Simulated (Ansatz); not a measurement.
A made-up structure of SiH₂SO₂, closed shell:

O1  (-0.299, -0.241, -1.519)
Si2  (0.318, 0.738, -0.526)
S3  (0.232, 0.125, 1.453)
O4  (-0.538, -1.309, 1.159)
H5  (0.963, 2.048, -0.754)
H6  (0.638, 0.526, 2.688)
(Å)

It is relaxed with PBE-D4/def2-SVP and then PBE0-D4/def2-TZVP (Ansatz 0.2.0). Atoms count as bonded within 1.22 times the sum of their covalent radii (H–H: 0.88 Å). The end point is not checked to be a true minimum.

**Question.** Does its bonding change? (A judgement: the text doesn't fix the answer.)

**Answer.** The calculation gives: No: no bond forms or breaks.

Where it ends: The first stage lowers the energy by 1.68 eV in 12 steps. It ends as SiH₂SO₂ ([O][SiH][SH][O]):
O1  (0.124, -0.083, -1.808)
Si2  (0.287, 0.677, -0.512)
S3  (-0.291, 0.119, 1.548)
O4  (-0.594, -1.304, 1.785)
H5  (0.743, 2.087, -0.330)
H6  (1.047, 0.392, 1.817)
(Å)

Labels in which every atom is bracketed show which atoms are joined, not bond orders.

For scale, one of the runs: PBE0-D4/def2-TZVP relaxation, 148 basis functions, launched by `ansatz run in.yaml --threads 2 --pin off --events-out ev --progress --plain --max-ram 4352MiB`. Hardware: 2 CPU threads of an Intel Xeon, shared host. Wall time about 36 s.
